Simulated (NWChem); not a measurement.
# CdNH₃; SMILES [CdH][NH2]

Program: NWChem. def2 effective core potentials on Cd; no spin-orbit coupling. Each level has its own optimisation; frequencies are unscaled.

| level | r Cd–H (Å) | r Cd–N (Å) | r H–N (Å) | highest harmonic frequency (cm⁻¹) | lowest (cm⁻¹) | zero-point energy (kcal/mol) |
|---|---|---|---|---|---|---|
| PBE/def2-SVP (core potentials) | 1.660 | 2.025 | 1.029 | 3509 | 443 | 18.5 |
| LDA (Slater exchange, VWN5)/def2-SVP (core potentials) | 1.635 | 1.972 | 1.027 | 3566 | 360 | 18.6 |
| Hartree-Fock/STO-3G (all-electron, non-relativistic) | ___ | ___ | 1.019 | ___ | ___ | ___ |
| CAM-B3LYP/def2-SVP (core potentials) | 1.649 | 1.995 | 1.016 | 3659 | 328 | 18.9 |
| PBE0/def2-SVP (core potentials) | 1.654 | 2.006 | 1.018 | 3658 | 406 | 19.0 |

Fill in the missing entries.


- Hartree-Fock/STO-3G (all-electron, non-relativistic), r Cd–H (Å): 1.546
- Hartree-Fock/STO-3G (all-electron, non-relativistic), r Cd–N (Å): 1.854
- Hartree-Fock/STO-3G (all-electron, non-relativistic), highest harmonic frequency (cm⁻¹): 4142
- Hartree-Fock/STO-3G (all-electron, non-relativistic), lowest (cm⁻¹): 56
- Hartree-Fock/STO-3G (all-electron, non-relativistic), zero-point energy (kcal/mol): 21.6
